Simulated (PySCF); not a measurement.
Gas-phase reaction: GaH2Cl + 2 GaCl2 → GaCl + 2 GaHCl2

Energies from PySCF (xtb for GFN2), thermal terms from the rigid-rotor harmonic-oscillator model, ideal gas at 1 bar. † marks an energy on the PBE0/def2-TZVP geometry and frequencies; other levels use their own. MP2 freezes the core. 6-31G* has spherical d functions here. Open shells (unrestricted): GaCl2 (multiplicity 2); the rest are closed-shell singlets. GFN2 has no spin-polarisation term. B3LYP is the form with VWN-RPA correlation. Ga: all electrons, no relativistic terms. GaH2Cl, GaCl2, GaHCl2: computed as isolated molecules; such fragments, hydroxides, amides, oligomers or adducts are transient or little studied in the gas. MP2 isn't extrapolated to the basis-set limit; its ΔH°(298 K) is -209.7 kJ in def2-SVP and -214.7 kJ in def2-TZVPP. The harmonic model lacks anharmonicity and excited electronic states, which grow with temperature; levels with a mode under 35 cm⁻¹ are left out. Soft modes under 120 cm⁻¹ make the harmonic entropy rough for GaCl2.

```
level              ΔE electronic, kJ  ΔH°(298 K), kJ  ΔS°(298 K), J/K  ΔG°(600 K), kJ
-----------------  -----------------  --------------  ---------------  --------------
B3LYP/6-31G*                    -207            -205              -31            -187
B3LYP/def2-TZVP†                -211            -209              -29            -192
BLYP/def2-TZVP†                 -206            -204              -29            -187
GFN2-xTB                        -211            -209              -36            -188
M06-2X/def2-TZVP†               -200            -198              -29            -181
MP2/def2-SVP†                   -212            -210              -29            -193
PBE0/def2-QZVP†                 -203            -201              -29            -184
PBE0/def2-SVP†                  -204            -202              -29            -185
PBE0/def2-TZVP                  -203            -201              -29            -184
```
ΔH° is lowest at MP2/def2-SVP† and highest at M06-2X/def2-TZVP†. No reference value is set beside these.
